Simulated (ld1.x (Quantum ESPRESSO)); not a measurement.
## Transferability test, TM potential for Ge (Z = 32)

germanium, norm-conserving Troullier–Martins (Kleinman–Bylander form), made with ld1.x (Quantum ESPRESSO) 7.5 (revPBE, scalar-relativistic). Core [Ar], reference 3d10 4s1 4p3. Waves: 4s (bound): rc 1.25 bohr; 4p (bound): rc 2.15 bohr; 3d (bound): rc 0.60 bohr; 4f channel at 0.45 Ry: rc 1.65 bohr. Local part: all-electron potential smoothed inside 0.55 bohr (lloc = -2). Core correction: none.

Energies are relative to the spin-unpolarised reference configuration 3d10 4s1 4p3; without spin polarisation the order of configurations can differ from experiment. Not all tests gave a result: 1 of 7 tests not solved or not reliable. Left out of the table: 3d9 4s2 4p2 (solver errors, printed error -18.5 eV).

Question: Give the all-electron excitation energy and the error of the potential for: 3d10 4s2 4p2; 3d10 4s2 4p1; 3d10 4s2 4p0; 3d10 4s1 4p0; 3d10 4s2 4p2.3; 3d10 4s2 4p1.5.

Answer:

```csv
valence configuration,charge,ΔE all-electron (eV),error AE − PS (meV)
3d10 4s2 4p2,0,-7.945,+3.2
3d10 4s2 4p1,+1,-0.555,-0.4
3d10 4s2 4p0,+2,14.797,-7.9
3d10 4s1 4p0,+3,49.412,+11
3d10 4s2 4p2.3,-0.3,-8.816,+3.5
3d10 4s2 4p1.5,+0.5,-5.167,+2.0
```

Levels in the configuration 3d10 4s2 4p1.5:

| level | all-electron (eV) | pseudo (eV) |
| --- | --- | --- |
| 3d | -33.489 | -33.409 |
| 4s | -15.530 | -15.537 |
| 4p | -7.331 | -7.333 |

Note: ghost states, extra bound levels that the all-electron valence spectrum of the same l lacks: s at -239.0 eV, p at -76.5 eV. A true bound ghost makes a file unfit for plane-wave use.
